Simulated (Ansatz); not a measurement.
`[SiH3][SnH2][Cl]` + H₂S → `[SiH3][SnH2][SH]` + HCl at 298.15 K and 1 bar (ligand exchange at the Sn–Cl bond).

Computed with Ansatz on PBE0-D4/def2-TZVP structures; ΔE is electronic, products minus reactants. CCSD(T)/CBS adds triple-zeta CCSD(T) − MP2 to the extrapolated MP2 energy (def2 sets, frozen cores). This one scheme is used for every species. Elements past krypton have def2 core potentials. For Sn outer-core shells are correlated without core-valence functions, which leaves a few kJ/mol of doubt a bond. One conformer a species, not always the lowest.

```tsv
species	CCSD(T)/CBS energy (Eh)	H − E (kJ/mol)	S (J/(mol·K))
`[SiH3][SnH2][Cl]`	-965.91856	123.4	352.7
H₂S	-398.97279	49.9	205.7
`[SiH3][SnH2][SH]`	-904.49804	146.1	373.2
HCl	-460.38127	26.6	186.8
```

H − E and S are ideal-gas, rigid-rotor, harmonic terms from PBE0-D4/def2-TZVP, for one conformer and one mirror image of each species. 1 Eh = 2625.50 kJ/mol, R = 8.31446 J/(mol·K).

**Question.** By hand: ΔE, ΔH, ΔS and ΔG.

**Answer.** ΔE = (-904.49804) + (-460.38127) − (-965.91856) − (-398.97279) = 0.01204 Eh = 31.6 kJ/mol. Δ(H − E) = 146.1 + 26.6 − 123.4 − 49.9 = -0.6, so ΔH = 31.0 kJ/mol. ΔS = 373.2 + 186.8 − 352.7 − 205.7 = 1.6 J/(mol·K). ΔG = 31.0 − 298.15 × (1.6)/1000 = 30.5 kJ/mol.

**Question.** By hand: the equilibrium constant, and the temperature at which ΔG would vanish if ΔH and ΔS stayed fixed.

**Answer.** log₁₀ K = −ΔG/(RT ln 10) = -5.3. ΔG = 0 at ΔH/ΔS = 19375 K, far beyond where these terms or the molecules hold.

The number of gas molecules stays the same, so ΔS is small and ΔH decides. A doubt of 5 kJ/mol in ΔE shifts log₁₀ K by 0.9 here. Other conformers and mirror images would add mixing entropy, several J/(mol·K) or more a flexible species. Modes under 60 cm⁻¹, often nearly free rotors, make the harmonic entropy too high. These are equilibria of isolated gas molecules and say nothing of rates. Largest T1 diagnostic: 0.013 (customary marks: 0.02 for closed shells, 0.045 for open ones).
